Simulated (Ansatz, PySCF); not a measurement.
H5Si2, SMILES [SiH2][SiH3] (connectivity only; charge and spin as stated), charge +1, multiplicity 1. Atoms are numbered in the order given.

```xyz
7

Si     1.1891    -0.1271    -0.0135
Si    -1.1417     0.1477    -0.0669
H      2.1350     0.9432     0.3704
H      1.8705    -1.4192    -0.2461
H     -1.3916    -0.1965     1.3598
H     -1.3893     1.5669    -0.3849
H     -1.6603    -0.8553    -1.0166
```
Charge +1, spin multiplicity 1.

Geometry: r2SCAN-D4/def2-TZVP. The spin state was assumed, not searched. The isomer is the one that the SMILES or the coordinates give; other isomers of the formula were not compared.

Two levels are set side by side: PBE-D3(BJ)/def2-TZVP (Ansatz, an electronic-structure program) and r2SCAN-D4/def2-TZVP (Ansatz). Each level has its own optimised geometry; the coordinates shown are those of the second. Frequencies come from the Hessian of PySCF at each geometry. Differences are taken from unrounded values.

```csv
quantity,r2SCAN-D4
mean bond length (Å),1.624
bond Si1–Si2 (Å),2.348
bond Si1–H3 (Å),1.479
bond Si1–H4 (Å),1.479
bond Si2–H5 (Å),1.489
bond Si2–H6 (Å),1.475
bond Si2–H7 (Å),1.475
highest harmonic wavenumber (cm⁻¹),2295
mean harmonic wavenumber (cm⁻¹),1149
zero-point energy (kcal/mol),24.63
```

Question: What does PBE-D3(BJ) give, and how far is it from r2SCAN-D4? (Estimate from the structure and the level; the computed values follow.)

Answer: 
```json
[
 {"quantity": "mean bond length (Å)", "PBE-D3(BJ)": "1.635", "PBE-D3(BJ) minus r2SCAN-D4": "0.011"},
 {"quantity": "bond Si1–Si2 (Å)", "PBE-D3(BJ)": "2.354", "PBE-D3(BJ) minus r2SCAN-D4": "0.007"},
 {"quantity": "bond Si1–H3 (Å)", "PBE-D3(BJ)": "1.492", "PBE-D3(BJ) minus r2SCAN-D4": "0.012"},
 {"quantity": "bond Si1–H4 (Å)", "PBE-D3(BJ)": "1.492", "PBE-D3(BJ) minus r2SCAN-D4": "0.012"},
 {"quantity": "bond Si2–H5 (Å)", "PBE-D3(BJ)": "1.500", "PBE-D3(BJ) minus r2SCAN-D4": "0.011"},
 {"quantity": "bond Si2–H6 (Å)", "PBE-D3(BJ)": "1.486", "PBE-D3(BJ) minus r2SCAN-D4": "0.010"},
 {"quantity": "bond Si2–H7 (Å)", "PBE-D3(BJ)": "1.486", "PBE-D3(BJ) minus r2SCAN-D4": "0.010"},
 {"quantity": "highest harmonic wavenumber (cm⁻¹)", "PBE-D3(BJ)": "2237", "PBE-D3(BJ) minus r2SCAN-D4": "-57"},
 {"quantity": "mean harmonic wavenumber (cm⁻¹)", "PBE-D3(BJ)": "1113", "PBE-D3(BJ) minus r2SCAN-D4": "-35"},
 {"quantity": "zero-point energy (kcal/mol)", "PBE-D3(BJ)": "23.87", "PBE-D3(BJ) minus r2SCAN-D4": "-0.76"}
]
```
